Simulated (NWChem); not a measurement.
CrNHOClF; SMILES [NH]=[Cr](=[O])([F])[Cl]

```xyz
6

Cr     0.0193     0.3210    -0.0485
O      0.9656     0.7776     1.0503
N      0.6615     0.7012    -1.4524
H      1.5725     1.1064    -1.7008
F     -1.4991     1.0668     0.0863
Cl    -0.1260    -1.8067     0.0327
```
Atoms are numbered in this order, from 1.

Computed with NWChem. Pople sets run with spherical d functions. Geometry: optimised at PBE0/def2-SVP. GIAO values for the isolated, static molecule; σ is the absolute isotropic shielding, δ = σ(reference) − σ with the isolated reference molecule computed at the same levels (19F: trichlorofluoromethane, 1H: tetramethylsilane, 15N: ammonia, 17O: water).

```tsv
level	σ Cr1 (ppm)	δ O2 (ppm)	δ N3 (ppm)	δ H4 (ppm)	δ F5 (ppm)	σ Cl6 (ppm)
BHandHLYP/pcSseg-1	-4844.5	1814.4	1416.1	49.73	182.8	448.0
KT2/pcSseg-1	-2521.9	1114.2	643.9	20.47	213.3	342.9
PBE0/pcSseg-1	-3261.3	1398.4	866.0	28.02	220.3	374.5
B3LYP/6-31G*	(withheld)	(withheld)	(withheld)	(withheld)	(withheld)	(withheld)
```

Question: Fill in the missing entries.

Answer: 
- B3LYP/6-31G*, σ Cr1 (ppm): -2780.2
- B3LYP/6-31G*, δ O2 (ppm): 1207.2
- B3LYP/6-31G*, δ N3 (ppm): 735.4
- B3LYP/6-31G*, δ H4 (ppm): 24.76
- B3LYP/6-31G*, δ F5 (ppm): 230.5
- B3LYP/6-31G*, σ Cl6 (ppm): 402.4
